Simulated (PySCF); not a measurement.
The group X on acetyl-X is varied. All species are isolated molecules in the gas phase. One relaxed conformer stands for each flexible species; it need not be the lowest. Strings in code marks are SMILES.

The numbers are results of PySCF with PBE-D3(BJ)/def2-TZVP // B3LYP-D3(BJ)/def2-TZVP, not measurements. All candidates: neutral, multiplicity 1. Delta-SCF ions had no search for a lower state. Excitations are Tamm–Dancoff values on a coarser integration grid. The basis has no diffuse functions, so Rydberg states are missing or too high.

```
Item                                      Result
--------------------------------------  --------
vertical ionisation energy (Delta-SCF)   9.28 eV
S1 excitation (TDA)                      4.76 eV
LUMO                                    -1.55 eV
```

### Question
Which member has these values?
A) `BC(C)=O`
B) `CNC(C)=O` (C–N–C–O torsion 0°)
C) `C#CC(C)=O`
D) `CSC(C)=O` (C–S–C–O torsion 0°)

### Answer
D, `CSC(C)=O` (C–S–C–O torsion 0°). The others give `BC(C)=O`: 9.74 eV, 4.28 eV, -2.19 eV; `C#CC(C)=O`: 9.85 eV, 3.65 eV, -2.77 eV; `CNC(C)=O` (C–N–C–O torsion 0°): 9.23 eV, 5.57 eV, -0.23 eV
